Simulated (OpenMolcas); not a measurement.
## Mg+: from CASSCF to CASPT2

```
Program             : OpenMolcas 26.06
Basis               : ANO-RCC-VQZP [6s5p3d2f1g]
Scalar Hamiltonian  : DKH2, point nucleus
Active space        : 1 electron in 4 orbitals (3s 3p)
State averaging     : 2S+1 = 2 even, 1 root; 2S+1 = 2 odd, 3 roots
Spin-orbit coupling : RASSI with atomic mean-field integrals over the reference wave functions, term energies averaged over their components
```

Methods on the same reference wave functions:
A. CASSCF
B. SS-CASPT2, IPEA 0.25 Eh, imaginary shift 0.1 Eh (closed shells correlated: 2s 2p)

Energies in eV above 3s ²S_1/2, the measured ground level; measured values from NIST Handbook of Basic Atomic Spectroscopic Data.

```
     Level       A       B  Measured
 3s ²S_1/2  0.0000  0.0000    0.0000
3p ²P°_1/2  4.2880   4.407    4.4224
3p ²P°_3/2  4.2968   4.416    4.4338
```

Deviations, from unrounded energies. A percentage is the sum of absolute deviations over the sum of measured energies, with the sign that they share, or ± where signs differ.

```json
{"Against measurement": "mean absolute deviation (cm-1)", "Levels": "2", "A": "1100", "B": "130"}
{"Against measurement": "other configurations (%)", "Levels": "2", "A": "-3.1", "B": "-0.4"}
```

B lies closest to measurement on these levels. The largest miss of B in the table is 3p ²P°_3/2, by -150 cm-1. The ranking rests on the paired levels alone, and a cruder setting can come out closer through cancelling errors.

The lowest spin-free term lies below A's lowest term by 0.277 hartree in B.

ANO sets are built for ground and valence states and can reach diffuse excited orbitals poorly. With one active electron the reference holds no correlation, so core polarisation is missing (holds for A). With one active electron, CASPT2 adds the correlation within the correlated inactive shells and between them and that electron, and leaves the splitting within a term as the reference gives it (holds for B). Computed and measured levels are paired by configuration, term and J; levels that our copy of the source lacks, or whose pairing is in doubt (as where it misses far off the trend of its configuration), stay unpaired and out of the deviations. Levels of configurations outside the active space are missing.

° marks odd parity.
